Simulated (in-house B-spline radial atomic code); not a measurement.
Successive ionisation energies of zirconium; each step leads to the configuration of the next row (after the last: [Ar] 3d10 4s2). NIST's values go from ground level to ground level; the uncertainty of those that are theory runs from under 0.1 % in few-electron ions to several per cent in heavy many-electron ones. Computed with a radial B-spline atomic code at the basis-set limit: non-relativistic Hartree-Fock, average of the configuration, point nuclei.

This level leaves out relativity, spin-orbit splitting included, which matters for heavy ions.

```csv
ion,configuration,ionisation energy (eV),tabulated value (eV),tabulated kind,computed minus tabulated (eV),highest orbital,largest mean radius (bohr)
Zr,[Kr] 4d2 5s2,5.44,6.634126,measured,-1.19,5s,4.0777
Zr+,[Kr] 4d2 5s1,11.65,13.13,measured,-1.48,5s,3.668
Zr2+,[Kr] 4d2,?,?,semi-empirical,?,?,?
Zr3+,[Kr] 4d1,33.77,34.41836,measured,-0.65,4d,1.8238
Zr4+,[Ar] 3d10 4s2 4p6,?,?,semi-empirical,?,?,?
Zr5+,[Ar] 3d10 4s2 4p5,?,?,semi-empirical,?,?,?
Zr6+,[Ar] 3d10 4s2 4p4,113.42,112,tabulated theory,1.42,4p,1.2639
Zr7+,[Ar] 3d10 4s2 4p3,131.33,133.7,semi-empirical,-2.37,4p,1.2349
Zr8+,[Ar] 3d10 4s2 4p2,149.86,153,tabulated theory,-3.14,4p,1.208
Zr9+,[Ar] 3d10 4s2 4p1,168.98,172.02,semi-empirical,-3.04,4p,1.1828
```

(1) Fill in the row of Zr2+.

(2) Fill in the row of Zr4+.

(3) Fill in the row of Zr5+.

(4) Where is the largest jump?

(5) How far is this level of theory from the measured and semi-empirical values?

## Answers

(1) ionisation energy (eV): 21.86; tabulated value (eV): 23.17; computed minus tabulated (eV): -1.31; highest orbital: 4d; largest mean radius (bohr): 1.9815.

(2) ionisation energy (eV): 79.56; tabulated value (eV): 80.348; computed minus tabulated (eV): -0.79; highest orbital: 4p; largest mean radius (bohr): 1.3304.

(3) ionisation energy (eV): 96.15; tabulated value (eV): 96.38; computed minus tabulated (eV): -0.23; highest orbital: 4p; largest mean radius (bohr): 1.2954.

(4) From Zr3+ to Zr4+, by a factor of 2.36 (33.773 to 79.556 eV); the highest orbital goes from 4d to 4p.

(5) Over those 8 rows the differences run from -3.04 to -0.227 eV (mean absolute value 1.4 eV). The calculation leaves out relativity, correlation and, in open shells, the multiplet splittings that an average leaves out.
